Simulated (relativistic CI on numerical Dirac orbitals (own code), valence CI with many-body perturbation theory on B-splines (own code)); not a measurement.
**How much core-valence correlation do C⁺, Si⁺, Ge⁺, Sn⁺, Pb⁺ need?**

Mean absolute errors of calculated excitation energies against measured levels (NIST Handbook of Basic Atomic Spectroscopic Data), in cm⁻¹. A: short ab initio CI on KLI orbitals; B: with scaled Slater integrals; C: with a P86 correlation functional too. D: large valence CI outside the frozen Dirac-Fock core of the bare core ion; E: with the core-valence potential Σ₁; F: with Σ₁, the screening Σ₂, a three-electron term, Breit and QED. Only levels that pair in all six are counted, so the sets differ, and species with too few are missing. α is the calculated polarisability of the core. The settings were settled with such spectra in view, so this is no blind test.

```
Species            Core  α (bohr³)  Levels     A     B     C     D     E    F   D/F
     C⁺            [He]    0.00892      21  6200  3559  4475   570   279   41  13.8
    Si⁺            [Ne]      0.162      28  4832  2410  5257   580   679   47  12.4
    Ge⁺       [Ar] 3d10      0.763      18  3444  1564  4028  2407  1206  278   8.7
    Sn⁺       [Kr] 4d10       2.26      13  3360  1949  4562  3343  2259  113  29.5
    Pb⁺  [Xe] 4f14 5d10       3.63      13  2697  2395  3453  5727  2122  208  27.6
```

The error of D is 570 cm⁻¹ for C⁺, whose core is the least polarisable (α = 0.0089), and 5727 for Pb⁺, the most polarisable (α = 3.6); how far the valence electrons reach into the core matters as well as α. With all terms the errors lie between 41 and 278. E is worse than D for Si⁺, where Σ₁ without screening overshoots.
